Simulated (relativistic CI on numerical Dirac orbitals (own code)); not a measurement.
**Hf2+ (5d2) in a crystal field**

Calculated by Dirac-Coulomb-Breit CI, separate exchange-only KLI orbitals for each configuration, QED by a radiative potential, valence Slater integrals scaled by 0.85, one configuration in a parametric crystal field (own radial code).

Field parameters in Wybourne normalisation: D3d B²₀ = −7Dσ, B⁴₀ = −14Dq − 21Dτ, B⁴₃ = −14√(10/7) Dq. The field is a parameter set, without covalency.

S is read from ⟨S²⟩ = S(S + 1).

Levels (cm⁻¹, degeneracy): 0 (2), 546 (2), 937 (1), 1475 (1), 4636 (2), 4822 (1), 6037 (1), 8506 (2), 12406 (2), 21179 (1), 30897 (1), 31011 (1).

(1) Which field gives this pattern?
A. D3d, 10Dq = 30900, Dσ = 1200, Dτ = 190 cm⁻¹
B. D3d, 10Dq = 30900, Dσ = -330, Dτ = 190 cm⁻¹
C. D3d, 10Dq = 30900, Dσ = -980, Dτ = 190 cm⁻¹
D. D3d, 10Dq = 30900, Dσ = 980, Dτ = 190 cm⁻¹

## Answers

(1) D. D3d, 10Dq = 30900, Dσ = 980, Dτ = 190 cm⁻¹, ground level with S = 1.00.
